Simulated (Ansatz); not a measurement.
Harmonic frequencies (cm⁻¹) at PBE0-D4/def2-TZVP from Ansatz: 90, 108, 139, 191, 253, 269, 309, 440, 510, 524, 580, 798, 850, 902, 931, 935, 970, 2231, 2245, 2247, 3902.

Each molecule was computed in one conformer, which needn't be the lowest.

(1) Which molecule is it?
A. `O[SiH](Cl)[SiH2]F`
B. `F[SiH](Cl)O[SiH3]`
C. `O[SiH](F)[SiH2]Cl`
D. `O[Si](F)([SiH3])Cl`

Answers

(1) D.
